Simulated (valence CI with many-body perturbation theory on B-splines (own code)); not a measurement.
**Ir²⁷⁺: calculated level list**

Calculated by relativistic CI+MBPT: four valence electrons over a frozen Dirac-Fock core [Kr] 4d10, radial functions for each j: 7 s, 7 p, 7 d, 7 f, 4 g, 2 h, with the one-electron correlation potential Σ1 (screened to all orders), the two-electron term Σ2, the three-electron term Σ3, Breit, model QED; selected single and double excitations, second order for the rest, scaled by the run's own slope (own B-spline code, finite nucleus).

No measured spectrum was set against this ion. As an estimate, large intervals hold to a few tenths of a per cent, small ones and those within an open d or f shell to about a per cent. Excitations out of the core, of the other parity, are not computed and may begin above about 176 eV (a cautious bound); beyond it only levels of the ground parity were kept, without lifetimes.

Levels 181 to 203 of 203, with energies above the lowest level, (4f5/2^4) J=4. "Leading %" is the weight of the configuration and term that name the level; weights of strongly mixed levels are sums over their largest components and can fall short. In the jj column 3d3/2^4 stands for four electrons in 3d with j = 3/2. Lifetimes count E1, E2, E3, M1 and M2 decay at the calculated energies, and are blank where another channel may lead or the interval is too uncertain; long ones can be off by a factor of two.

```tsv
No.	Configuration	Term	J	E (cm⁻¹)	Leading %	g	Lifetime	Leading jj
181	4f3.5s	3G°	5	1266100	87	1.176	268 ns	4f5/2 4f7/2^2 5s (79 %)
182	4f3.5s	3G°	4	1267100	84	1.048	339 ns	4f5/2 4f7/2^2 5s (63 %)
183	4f3.5s	1D°	2	1267100	45	0.985	317 ns	4f7/2^3 5s (77 %)
184	4f3.5s	3G°	3	1269600	74	0.823	302 ns	4f5/2^2 4f7/2 5s (46 %)
185	4f3.5s	1G°	4	1275100	85	1.018	204 ns	4f5/2 4f7/2^2 5s (58 %)
186	4f3.5s	3F°	4	1333300	85	1.226	134 ns	4f7/2^3 5s (53 %)
187	4f3.5s	3F°	3	1335700	77	1.053	133 ns	4f7/2^3 5s (45 %)
188	4f3.5s	3F°	2	1339200	98	0.668	136 ns	4f5/2 4f7/2^2 5s (82 %)
189	4f3.5s	1F°	3	1345100	82	1.009	93.9 ns	4f5/2 4f7/2^2 5s (68 %)
190	4f3.5p	5K	5	1455800	55	0.758		4f5/2^3 5p1/2 (88 %)
191	4f3.5p	3H	4	1466500	44	0.769		4f5/2^3 5p1/2 (85 %)
192	4f3.5p	5K	6	1487300	54	0.943		4f5/2^2 4f7/2 5p1/2 (95 %)
193	4f3.5p	5I	5	1491600	34	0.990		4f5/2^2 4f7/2 5p1/2 (94 %)
194	4f3.5p	5G	2	1496700	41	0.649		4f5/2^3 5p1/2 (84 %)
195	4f3.5p	3D	1	1501700	44	0.679		4f5/2^3 5p1/2 (84 %)
196	4f3.5p	5K	7	1510700	35	1.049		4f5/2^2 4f7/2 5p1/2 (53 %)
197	4f3.5p	3I	5	1513400	26	0.976		4f5/2^2 4f7/2 5p1/2 (87 %)
198	4f3.5p	5H	6	1514000	37	1.118		4f5/2 4f7/2^2 5p1/2 (56 %)
199	4f3.5p	5H	3	1514800	26	0.817		4f5/2^3 5p1/2 (64 %)
200	4f3.5p	3H	4	1515800	26	1.027		4f5/2^2 4f7/2 5p1/2 (85 %)
201	4f3.5p	3D	2	1518200	25	0.988		4f5/2^2 4f7/2 5p1/2 (54 %)
202	4f3.5p	5H	3	1522000	30	0.812		4f5/2^2 4f7/2 5p1/2 (83 %)
203	4f3.5p	5P	1	1523800	49	1.770		4f5/2^2 4f7/2 5p1/2 (91 %)
```

Where two levels of one J and parity lie close, their mixing, g and order are uncertain.
